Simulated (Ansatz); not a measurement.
Ansatz (a quantum-chemistry and plane-wave program) input (CCSD(T,full)/cc-pwCVTZ):
A basis named .json is the Basis Set Exchange file of that set.

Ansatz 0.2 input:
```yaml
crystal:
  periodic: [false, false, false]
  atoms:
    - {symbol: C, position_ang: [2.37670206, -0.18829342, 0.16092664]}
    - {symbol: C, position_ang: [1.05012325, -0.33861523, 0.17863957]}
    - {symbol: C, position_ang: [0.11737306, 0.67394466, -0.27970893]}
    - {symbol: C, position_ang: [-1.21880811, 0.58815622, -0.28949546]}
    - {symbol: C, position_ang: [-2.06072487, -0.56035954, 0.16512351]}
    - {symbol: H, position_ang: [3.04138884, -0.96627312, 0.51130380]}
    - {symbol: H, position_ang: [2.83644393, 0.72204222, -0.20654446]}
    - {symbol: H, position_ang: [0.63861631, -1.26826439, 0.55589908]}
    - {symbol: H, position_ang: [0.56935984, 1.58966058, -0.64971164]}
    - {symbol: H, position_ang: [-1.76985071, 1.44349385, -0.66853726]}
    - {symbol: H, position_ang: [-2.74261467, -0.24588182, 0.96087039]}
    - {symbol: H, position_ang: [-2.68713170, -0.92581334, -0.65410846]}
    - {symbol: H, position_ang: [-1.47420414, -1.39796017, 0.53791661]}
basis:
  gaussian:
    orbitals: cc-pwCVTZ.json
magnetization: {spin_polarized: false}
correlation: {method: ccsd_t, frozen_orbitals: {C: 0, H: 0}}
```

Output:

```
Functional definition: HF
integrals: 3.39 GiB planned
1880 factors; integrals over basis functions are off by at most 1.2e-3 eV
mean field: 1.64 GiB planned
mean field evaluation 1: about -5275.7004 eV, gradient 3.5e1 eV
mean field evaluation 2: about -5276.2350 eV, gradient 3.5e1 eV
mean field evaluation 4: about -5279.7350 eV, gradient 3.7e0 eV
mean field evaluation 8: about -5279.7823 eV, gradient 2.4e-1 eV
mean field evaluation 16: about -5275.6983 eV, gradient 3.5e1 eV
mean field -5279.78251074 eV, -194.0284285046 hartree, gradient 3.3e-6 eV, S^2 0.000000; 0 other end points of the search recorded, 0 dependent functions left out; unrestricted orbitals would lower it
reference -5279.78251074 eV, -194.0284285046 hartree; 19, 19 occupied and 308, 308 virtual orbitals, 1880 factors
second order -29.02624088 eV of doubles, -0.00000000 eV of singles
coupled cluster: 4.44 GiB planned
cycle   1  -29.69992687 eV  change   -6.7e-1 eV  update   1.0e-1
cycle   2  -30.34682550 eV  change   -6.5e-1 eV  update   3.3e-2
cycle   3  -30.47694503 eV  change   -1.3e-1 eV  update   1.5e-2
cycle   4  -30.47148170 eV  change    5.5e-3 eV  update   4.5e-3
cycle   5  -30.47097453 eV  change    5.1e-4 eV  update   1.8e-3
cycle   6  -30.47215780 eV  change   -1.2e-3 eV  update   4.8e-4
cycle   7  -30.47204019 eV  change    1.2e-4 eV  update   2.2e-4
cycle   8  -30.47195750 eV  change    8.3e-5 eV  update   9.1e-5
cycle   9  -30.47196618 eV  change   -8.7e-6 eV  update   3.8e-5
perturbative correction -1.17095475 eV, -0.0430317935 hartree
Total energy: -5311.42543168 eV, -195.1912844006 hartree
```
